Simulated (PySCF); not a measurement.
# 33S chemical shifts

Theory: GIAO PBE0/pcSseg-1 shieldings, geometry from GFN2-xTB, in PySCF 2.14.0 with density-fitted response routines (no solvent, one computed conformer, rapidly exchanging positions averaged, non-relativistic).

Shieldings were converted by a linear fit to measured shifts: 33S (scatter 33.3 ppm rms vs sulfate, solution or neat liquid). A few per cent of atoms miss by over 2 rms, more outside the fitted compound classes.

(1) Give the 33S shifts of `CCSSC`, `CCSSC`.

(2) Match the shifts 212, -38, -380 ppm to `CS(=O)(=O)c1nc(C=O)no1`, `N#Cc1cccc(S)c1N`, `CC(=O)c1snnc1C`.

Results:

(1) 
```
                       compound           environment  δ (ppm)
[CH3:1][CH2:2][S:3][S:4][CH3:5]  S3: disulfide sulfur     -230
[CH3:1][CH2:2][S:3][S:4][CH3:5]  S4: disulfide sulfur     -328
[CH3:1][CH2:2][S:3][S:4][CH3:5]  S3: disulfide sulfur     -230
[CH3:1][CH2:2][S:3][S:4][CH3:5]  S4: disulfide sulfur     -328
```

(2) 212: CC(=O)c1snnc1C (aromatic ring sulfur); -38: CS(=O)(=O)c1nc(C=O)no1 (sulfone sulfur); -380: N#Cc1cccc(S)c1N (thiol sulfur).
